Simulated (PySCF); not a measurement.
**SbBr₂⁺: from structure and modes to constants**

These are results of PBE0/[Sb def2-TZVP with ECP28, Br def2-TZVP], scalar-relativistic core potentials, density fitting, no spin–orbit coupling, PySCF, not measurements.

The singlet minimum has C2v symmetry. Masses (u): Sb 120.90382, Br 78.91834.

```xyz
3
charge 1 multiplicity 1, angstrom
Sb   -0.8625    0.0000    0.0000
Br    0.6602   -1.8638    0.0000
Br    0.6602    1.8638    0.0000
```

Harmonic wavenumbers (cm⁻¹): 96.3 (a1, ×1), 299.3 (a1, ×1), 300.8 (b2, ×1).

Q: What is the harmonic zero-point energy?

A: Half the sum of all 3 wavenumbers, 696/2 = 348 cm⁻¹, which is 4.2 kJ/mol (1 cm⁻¹ = 0.0119627 kJ/mol).

Q: Find the vibrational entropy and heat capacity at 298.15 K.

A: With u = 1.43878 ω/T, each mode gives S = R[u/(eᵘ−1) − ln(1−e⁻ᵘ)] and C = R u² eᵘ/(eᵘ−1)².
```
ω (cm⁻¹)      u  S (J/(mol K))  C (J/(mol K))
    96.3  0.465          14.76           8.17
   299.3  1.444           5.94           7.01
   300.8  1.452           5.91           7.00
```
The sums over all modes are S = 26.6 and C = 22.2 J/(mol K); the softest mode gives 55 % of the entropy.

Q: Give the standard entropy (298.15 K, 1 bar) by its translational, rotational, vibrational and spin parts, and Cp.

A: Sackur–Tetrode with M = 278.74 u gives 179.1; rotation with symmetry number 2 gives 117.3; vibration 26.6; spin R ln 1 = 0.0. The total is 323.0 J/(mol K), and Cp = 4 R + 22.2 = 55.4 J/(mol K).

Other isomers or separated fragments may lie lower.
